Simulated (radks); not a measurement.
Values are calculated unless marked as measured or tabulated.
The cadmium ion Cd2+ inside a hard spherical wall (all orbitals vanish at R), configuration held at [Kr] 4d10 and not refilled when levels cross. Code: a radial shooting solver on a logarithmic mesh with Libxc functionals. Model: scalar-relativistic Kohn-Sham, PBEsol, spin-polarised, spherical densities, finite nucleus; Fermi nuclear charge, rms radius 4.6087 fm. Eigenvalues in eV for spin up, with the zero of energy where the potential of the charges vanishes at infinity; a dash marks a level that is unbound or too diffuse for the functional's potential to be trusted. A positive occupied level is held by the wall or, in an anion where self-interaction has pushed it up, behind a barrier. The pressure on the wall is -dE/dV.

R (bohr)  E (hartree)  kinetic (hartree)    e(3d)    e(4s)    e(4p)    e(4d)  e(5s, empty)  e(5p, empty)  pressure (GPa)
free      -5590.95439           5817.119  -412.41  -124.71  -85.825  -30.439       -21.225       -14.430               0
10        -5590.95439           5817.119  -412.41  -124.71  -85.825  -30.439       -21.225       -14.429        < 0.0001
8         -5590.95439           5817.119  -412.41  -124.71  -85.825  -30.439       -21.223       -14.413        < 0.0001
7         -5590.95438           5817.119  -412.41  -124.71  -85.824  -30.438       -21.215       -14.352         0.00143
4         -5590.92878           5817.343  -411.62  -124.01  -85.160  -29.799       -18.803        -9.586            9.29
3.5       -5590.86594           5817.786  -410.30  -122.91  -84.104  -28.742       -15.588        -4.761            41.9
3         -5590.64547           5819.126  -406.98  -120.24  -81.554  -26.058        -7.918         5.629             203
2.5       -5589.82055           5823.536  -398.50  -113.87  -75.374  -19.090        11.626        29.908            1140
1.5       -5567.68944           5914.227  -306.95  -45.507   -2.238   67.253        252.28        289.97           83400
